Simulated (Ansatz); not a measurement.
Consider the cleavage of the Zn–B bond: `CO[BH][ZnH]` + `C[SiH2]O` → `C[SiH2][O][ZnH]` + `BOC`.

Program: Ansatz. Geometries: PBE0-D4/def2-TZVP. ΔE: electronic, gas phase. CBS: MP2 limit from def2 TZ/QZ plus the TZ coupled-cluster correction, frozen cores. This one scheme is used for every species. DFT in def2-TZVPP. For Zn outer-core shells are correlated without core-valence functions, which leaves a few kJ/mol of doubt a bond. Scalar relativity is left out up to krypton. Each species was taken in one conformer, which may not be the lowest.

```
             level  ΔE (kJ/mol)  difference from CCSD(T)/CBS
            B97M-V       -104.7                          4.7
           PBE0-D4        -95.1                         14.3
          BHLYP-D4       -114.0                         -4.6
          PBE-QIDH       -106.9                          2.5
               PBE        -88.4                         21.0
              BLYP        -99.3                         10.1
            r2SCAN       -105.1                          4.3
RPA@PBE/def2-TZVPP       -107.3                          2.1
      HF/CBS(def2)       -130.0                        -20.6
    CCSD/CBS(def2)       -111.6                         -2.2
       CCSD(T)/CBS       -109.4                            0
```

Largest T1 diagnostic among the species: 0.016.

From PBE to PBE0 (25 % exact exchange), in def2-TZVPP and without D4, ΔE moves by −5.8 kJ/mol. Leaving LDA and LC-ωPBE aside and taking each functional with its dispersion term where it has one, the values, not all of them listed here, spread over 24.6 kJ/mol, from BHLYP-D4 to revPBE-D4. In def2-TZVPP, CCSD(T) changes the Hartree–Fock value by +16.4 kJ/mol (the triples alone add +2.2 kJ/mol) and MP2 by +10.6 kJ/mol.
